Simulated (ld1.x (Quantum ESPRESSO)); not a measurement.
## Before and after: TM potential for cadmium

ld1.x (Quantum ESPRESSO) 7.5 input, shortened:

```
&input
   title='Cd', zed=48., rel=1, dft='PBE', iswitch=3,
   config='[Kr] 4d10 5s2 5p0'
 /
 &inputp
   pseudotype=2, tm=.true., lloc=2,
   nlcc=.true.
 /
3
5S  1  0   2.00   0.00  2.15  2.15  0.0
5P  2  1   0.00   0.00  3.00  3.00  0.0
4D  3  2  10.00   0.00  1.75  1.75  0.0
 &test
   configts(1)='4d10 5s2 5p0'
 /
```

Change: local potential all-electron potential smoothed inside 2.55 bohr (lloc = -1).

Cutoffs: the cutoffs (Ry, on a coarse ladder) from which the occupation-weighted sum of valence levels, in a spherical-Bessel basis at the reference potential, stays within 10 and 1 mRy of its value at 400 Ry; they do not see the model core or the augmentation charge, which bear on the density cutoff. Errors are all-electron minus pseudo energies relative to the spin-unpolarised reference configuration.

Q: Predict the effect on cutoff, ghosts and configuration errors.

A: The potential gets neither clearly harder nor softer (70 Ry and 100 Ry → 70 Ry and 110 Ry); the bound ghost in p, s disappears; the number of tests that count goes from 6 to 7; of the 6 tests that both files solve, the error grows in 1 and shrinks in 1 by more than 15 % and 0.3 meV (median size 7.7 → 6.1 meV); the range in which the d phases agree narrows (upper end 4.8 → 0.6). In the separable form a ghost depends on how the local part lies against the semilocal potential of the channel, so the choice of the local part can create or remove one.

| quantity | base | changed |
| --- | --- | --- |
| cutoff, loose | 70 Ry | 70 Ry |
| cutoff, tight | 100 Ry | 110 Ry |
| bound ghosts | s, p | none |
| tests counted (converged, no solver errors) | 6 of 7 | 7 of 7 |
| error for 4d10 5s1 5p0, meV [ΔE 9.27 eV] | -7.2 | -7.1 |
| error for 4d10 5s0 5p0, meV [ΔE 26.40 eV] | -42 | -44 |
| error for 4d9 5s0 5p0, meV [ΔE 64.41 eV] | -78 | -160 |
| error for 4d10 5s0 5p2, meV [ΔE 9.67 eV] | -8.3 | -5.2 |
| error for 4d10 5s1.5 5p0, meV [ΔE 3.71 eV] | -1.7 | -1.6 |
| error for 4d10 5s1 5p1, meV [ΔE 4.67 eV] | -2.2 | -1.9 |
| s: phases at 3.23 bohr within 0.05 rad from the reference energy up to (Ry; the scan ends near 5) | 1.7 | 1.3 |
| p: phases at 3.23 bohr within 0.05 rad from the reference energy up to (Ry; the scan ends near 5) | 2.7 | 1.8 |
| d: phases at 3.23 bohr within 0.05 rad from the reference energy up to (Ry; the scan ends near 5) | 4.8 | 0.6 |

Base: Tests not counted: 4d9 5s2 5p1 (solver errors, printed error -2.9 eV). A true bound ghost makes a file unfit for plane-wave use even where its test errors are small: the radial tests pick states by their node count and pass the ghost by. Where a test does run into it, the solver fails or the error is huge.
